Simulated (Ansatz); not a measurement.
Species: sum formula H$_{3}$SiO$_{2}$F$_{2}$, charge 1, multiplicity 1. It need not be the lowest isomer of its formula. 
Geometry from a B3LYP-D3(BJ)/def2-TZVP (Ansatz, a program for electronic structure) optimisation:
SMILES: [Si]([OH2+])(F)(F)O
```xyz
8

O      0.9701    -1.2892    -0.0004
Si     0.1782     0.0725     0.0248
O     -1.4577    -0.5790    -0.2130
F     -0.0009     0.8220     1.3722
F      0.3782     1.0682    -1.1486
H      1.8955    -1.4543    -0.2131
H     -1.6069    -1.5024    -0.4859
H     -2.2789    -0.1242     0.0470
```
Charge +1, spin multiplicity 1.

Total electronic energies in hartree. Valence correlation only, unless marked. Spin-orbit coupling is left out. No relativistic terms. Basis-set limits of correlation are two-point, X^-3; Hartree-Fock from the larger set (for Q and 5 zeta extrapolated as (X+1)exp(-9√X)).

```tsv
level	program	energy (Eh)
revPBE-D3(BJ)/def2-TZVPD	Ansatz + dftd3	___
B3LYP-D3(BJ)/def2-TZVPD	Ansatz + dftd3	-641.56161
PBE0/def2-TZVPD	Ansatz	___
LC-wPBE/def2-TZVPD	Ansatz	-641.25115
PBE-QIDH/def2-TZVPD	Ansatz	___
MP2/cc-pV(D+d)Z	Ansatz	-640.07858
RI-MP2/cc-pV(T+d)Z	Ansatz	-640.50082
CCSD(T)/STO-3G	Ansatz	-631.19031
CCSD(T)/CBS(cc-pV(Q+d)Z,cc-pV(5+d)Z)	Ansatz	-640.7493
```

Task: Fill in the missing entries.

Result: 
- revPBE-D3(BJ)/def2-TZVPD, energy (Eh): -641.35399
- PBE0/def2-TZVPD, energy (Eh): -641.06236
- PBE-QIDH/def2-TZVPD, energy (Eh): -640.94398
